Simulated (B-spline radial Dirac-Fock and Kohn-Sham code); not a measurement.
The computed values come from an atomic code on a B-spline grid: multi-electron Dirac-Fock with separately optimised hole states, Breit and Lamb-shift corrections added in first order. Correlation and solid-state effects are left out.

**Question.** An atom or ion in its tabulated ground configuration has these computed binding energies (the last is its least bound level). Which is it?

```
level  binding energy (eV)
    K              23949.5
   L1               4950.3
   L2               4706.1
   L3               4572.0
   M1               1942.1
```

**Answer.** Ru³²⁺: Z = 44 with 12 electrons, [Ne] 3s2. The hydrogen-like estimate √(E/Ry) = 42.0 for the K level lies 2.0 below Z (screening lowers it, relativity raises it); the outermost level, at 1942.1 eV, fixes the charge.
